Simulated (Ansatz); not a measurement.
CH4FNZn, SMILES `N[CH2][Zn][F]`, relaxed with RKS PBE0-D4/def2-TZVP in Ansatz from a PBE-D4/def2-SVP geometry. The force threshold is 0.005 eV/Å; the program also tests the step.

The species carries charge 0 and has multiplicity 1.

Start:

```xyz
8

N     0.009    1.236   -0.302
C    -0.504   -0.121   -0.113
Zn    0.768   -1.234    0.857
F     1.922   -2.226    1.739
H     0.769    1.240   -0.994
H    -0.724    1.840   -0.700
H    -1.398   -0.077    0.550
H    -0.841   -0.658   -1.036
```

**Question.** By how much does the energy fall, and how many steps does the optimiser take? (Estimate.)

**Answer.** Ansatz gave: 2.60 kJ/mol, in 5 steps.

**Question.** Which bonds change most? (An estimate is asked.)

**Answer.** Computed: C2–H8 from 1.120 to 1.099 Å; C2–H7 from 1.113 to 1.095 Å; N1–H5 from 1.027 to 1.011 Å; N1–H6 from 1.030 to 1.014 Å.

**Question.** Give the relaxed structure. (An estimate is asked.)

**Answer.** Ansatz gave: 
```xyz
8

N     0.000    1.222   -0.311
C    -0.517   -0.129   -0.111
Zn    0.762   -1.222    0.848
F     1.924   -2.207    1.721
H     0.780    1.227   -0.954
H    -0.711    1.824   -0.712
H    -1.391   -0.073    0.545
H    -0.848   -0.642   -1.025
```
